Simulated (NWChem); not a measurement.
System meant: Si$_{5}$H$_{9}$, doublet; SMILES [SiH]1[SiH2][SiH2][SiH2][SiH2]1

The following NWChem deck was run.

```
start job
memory heap 200 mb stack 900 mb global 1100 mb
geometry units angstroms noautoz
  Si     1.901235     0.059449    -0.126327
  Si     0.620249    -1.898215    -0.203506
  Si    -1.543797    -1.120711     0.323763
  Si    -1.554824     1.115434    -0.413613
  Si     0.542353     1.911634     0.306414
  H      3.238137    -0.010512     0.542894
  H      1.105005    -2.934745     0.762675
  H      0.639978    -2.495634    -1.576985
  H     -2.636268    -1.954469    -0.269204
  H     -1.687032    -1.120858     1.815519
  H     -1.600693     1.146629    -1.910683
  H     -2.703660     1.907265     0.126504
  H      0.993338     3.129403    -0.437074
  H      0.490901     2.244949     1.768008
end
basis spherical
  Si library def2-svp
  H library def2-svp
end
dft
  odft
  mult 3
  xc b3lyp
  iterations 150
  mulliken
end
task dft energy
```

End of the output:

```
 ==============================================================================
                                 internuclear angles
 ------------------------------------------------------------------------------
        center 1       |       center 2       |       center 3       |  degrees
 ------------------------------------------------------------------------------
    2 Si               |   1 Si               |   5 Si               |   110.53
    2 Si               |   1 Si               |   6 H                |   117.68
    5 Si               |   1 Si               |   6 H                |   118.26
    1 Si               |   2 Si               |   3 Si               |   102.65
    1 Si               |   2 Si               |   7 H                |   112.36
    1 Si               |   2 Si               |   8 H                |   110.89
    3 Si               |   2 Si               |   7 H                |   112.38
    3 Si               |   2 Si               |   8 H                |   110.39
    7 H                |   2 Si               |   8 H                |   108.13
    2 Si               |   3 Si               |   4 Si               |   104.32
    2 Si               |   3 Si               |   9 H                |   113.42
    2 Si               |   3 Si               |  10 H                |   108.07
    4 Si               |   3 Si               |   9 H                |   113.67
    4 Si               |   3 Si               |  10 H                |   108.14
    9 H                |   3 Si               |  10 H                |   108.94
    3 Si               |   4 Si               |   5 Si               |   102.77
    3 Si               |   4 Si               |  11 H                |   109.44
    3 Si               |   4 Si               |  12 H                |   113.15
    5 Si               |   4 Si               |  11 H                |   109.00
    5 Si               |   4 Si               |  12 H                |   113.22
   11 H                |   4 Si               |  12 H                |   109.04
    1 Si               |   5 Si               |   4 Si               |   101.13
    1 Si               |   5 Si               |  13 H                |   112.19
    1 Si               |   5 Si               |  14 H                |   112.11
    4 Si               |   5 Si               |  13 H                |   113.05
    4 Si               |   5 Si               |  14 H                |   110.02
   13 H                |   5 Si               |  14 H                |   108.28
 ------------------------------------------------------------------------------
                            number of included internuclear angles:         27
 ==============================================================================

 Summary of "ao basis" -> "" (spherical)
 ------------------------------------------------------------------------------
       Tag                 Description            Shells   Functions and Types
 ---------------- ------------------------------  ------  ---------------------
 Si                         def2-svp                 8       18   4s3p1d
 H                          def2-svp                 3        5   2s1p

                                 NWChem DFT Module
                                 -----------------

 Summary of "ao basis" -> "ao basis" (spherical)
 ------------------------------------------------------------------------------
       Tag                 Description            Shells   Functions and Types
 ---------------- ------------------------------  ------  ---------------------
 Si                         def2-svp                 8       18   4s3p1d
 H                          def2-svp                 3        5   2s1p

  number of electrons :                   79
  multiplicity        :                    3
 ------------------------------------------------------------------------
  no. of electrons and multiplicity not compatible                  79
 ------------------------------------------------------------------------
 ------------------------------------------------------------------------
  current input line :
    30: task dft energy
 ------------------------------------------------------------------------
 ------------------------------------------------------------------------
 There is an error in the input file
 ------------------------------------------------------------------------
 For more information see the NWChem manual at https://nwchemgit.github.io

0: no. of electrons and multiplicity not compatible:Received an Error in Communication
```

### Question
Find the fault in this run and fix the input.

### Answer
The program refused the input. Cause: the multiplicity doesn't fit the number of electrons (an even count wants an odd multiplicity, and the reverse). This input runs:
```
start job
memory heap 200 mb stack 900 mb global 1100 mb
geometry units angstroms noautoz
  Si     1.901235     0.059449    -0.126327
  Si     0.620249    -1.898215    -0.203506
  Si    -1.543797    -1.120711     0.323763
  Si    -1.554824     1.115434    -0.413613
  Si     0.542353     1.911634     0.306414
  H      3.238137    -0.010512     0.542894
  H      1.105005    -2.934745     0.762675
  H      0.639978    -2.495634    -1.576985
  H     -2.636268    -1.954469    -0.269204
  H     -1.687032    -1.120858     1.815519
  H     -1.600693     1.146629    -1.910683
  H     -2.703660     1.907265     0.126504
  H      0.993338     3.129403    -0.437074
  H      0.490901     2.244949     1.768008
end
basis spherical
  Si library def2-svp
  H library def2-svp
end
dft
  odft
  mult 2
  xc b3lyp
  iterations 150
  mulliken
end
task dft energy
```
It converges to -1452.48013 Ha (B3LYP/def2-SVP, spin-unrestricted).
